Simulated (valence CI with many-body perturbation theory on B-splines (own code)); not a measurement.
Sn³⁴⁺: fill in the table

Level of theory: relativistic CI+MBPT: six valence electrons over a frozen Dirac-Fock core [Ne], a basis of 9 s, 9 p, 8 d, 6 f, 3 g, 1 h functions for each j, with the one-electron correlation potential Σ1 (screened to all orders), the two-electron term Σ2, the three-electron term Σ3, Breit, model QED; selected single and double excitations, second order for the rest, scaled by the run's own slope (own B-spline code, finite nucleus).

The last digits are not significant, and no measured levels were compared; by estimate large intervals hold to a few tenths of a per cent, small ones and those within an open d or f shell to about a per cent. Among the levels kept, up to 1500 cm⁻¹ of a level comes from second order outside the variational space, and about a tenth of that is noise between levels of different J, which matters for small intervals.

| Level | E (eV) |
| --- | --- |
| (3s^2 3p1/2^2 3p3/2^2) J=2 | 0.00 |
| (3s^2 3p1/2^2 3p3/2^2) J=0 | 11.26 |
| (3s^2 3p1/2 3p3/2^3) J=1 | ? |
| (3s^2 3p1/2 3p3/2^3) J=2 | 58.35 |
| (3s^2 3p3/2^4) J=0 | 115.07 |
| (3s^2 3p1/2^2 3p3/2 3d3/2) J=2 | ? |
| (3s^2 3p1/2^2 3p3/2 3d3/2) J=1 | 140.86 |
| (3s^2 3p1/2^2 3p3/2 3d3/2) J=3 | ? |
| (3s^2 3p1/2^2 3p3/2 3d3/2) J=0 | ? |
| (3s 3p1/2^2 3p3/2^3) J=2 | 144.71 |
| (3s^2 3p1/2^2 3p3/2 3d5/2) J=4 | 154.22 |
| (3s 3p1/2^2 3p3/2^3) J=1 | ? |
| (3s^2 3p1/2^2 3p3/2 3d5/2) J=2 | 165.22 |
| (3s^2 3p1/2^2 3p3/2 3d5/2) J=3 | 168.40 |
| (3s^2 3p1/2^2 3p3/2 3d5/2) J=1 | 177.40 |
| (3s^2 3p1/2 3p3/2^2 3d3/2) J=0 | ? |
| (3s^2 3p1/2 3p3/2^2 3d3/2) J=2 [a] | 187.45 |
| (3s^2 3p1/2 3p3/2^2 3d3/2) J=1 [a] | 187.83 |
| (3s^2 3p1/2 3p3/2^2 3d3/2) J=3 [a] | 191.49 |
| (3s^2 3p1/2 3p3/2^2 3d5/2) J=0 [a] | 197.20 |

Levels are named by their leading jj configuration (3d3/2^4 stands for four electrons in 3d with j = 3/2), which in mixed levels can hold well under half, so a name can repeat and another be missing. Letters in brackets count levels of one name in rising energy.

(1) The levels stand in rising order. What does the calculation give for the missing energies?

Answers

(1) (3s^2 3p1/2 3p3/2^3) J=1 51.98; (3s^2 3p1/2^2 3p3/2 3d3/2) J=2 138.67; (3s^2 3p1/2^2 3p3/2 3d3/2) J=3 143.70; (3s^2 3p1/2^2 3p3/2 3d3/2) J=0 143.74; (3s 3p1/2^2 3p3/2^3) J=1 164.63; (3s^2 3p1/2 3p3/2^2 3d3/2) J=0 186.62.
